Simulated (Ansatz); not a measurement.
Compare A (`[Se]=C1CC1`) with its isomer B (`C=CC=[Se]`).

Isolated molecules relaxed with PBE0-D4/def2-TZVP in Ansatz; ΔE leaves out vibrations. CCSD(T)/CBS adds triple-zeta CCSD(T) − MP2 to the extrapolated MP2 energy (def2 sets, frozen cores). Functionals use def2-TZVPP. B3LYP here is the variant with VWN-RPA as its local correlation; programs differ in this. For Se outer-core shells are correlated without core-valence functions, which leaves a few kJ/mol of doubt a bond. Scalar relativity is left out up to krypton. One conformer a species, not always the lowest.

Problem. Which isomer does CCSD(T)/CBS put lower? Give the gap. (An estimate is asked.)

Solution. Computed: B, by 16.6 kcal/mol.

Problem. Give E(B) − E(A) in kcal/mol with ωB97M-V, B3LYP, MP2/def2-TZVPP, CCSD(T)/def2-SVP, PBE0-D4, BLYP-D4, B2PLYP. (An estimate is asked.)

Solution. Ansatz gave: ωB97M-V -13.3, B3LYP -16.7, MP2/def2-TZVPP -13.9, CCSD(T)/def2-SVP -15.7, PBE0-D4 -11.6, BLYP-D4 -18.8, B2PLYP -16.3. None reverses the order clearly.

Problem. Does the order hold for the free energy at 298.15 K (harmonic terms from PBE0-D4)? (Best estimate.)

Solution. Computed: Yes: G(B) − G(A) = -17.6 kcal/mol, for one conformer each.

Largest T1 diagnostic: 0.018.

At CCSD(T), def2-SVP lies +0.9 kcal/mol from the extrapolated value and def2-TZVPP +0.2 kcal/mol. From BLYP to BHLYP (50 % exact exchange), in def2-TZVPP and without D4, E(B) − E(A) moves by +2.3 kcal/mol.
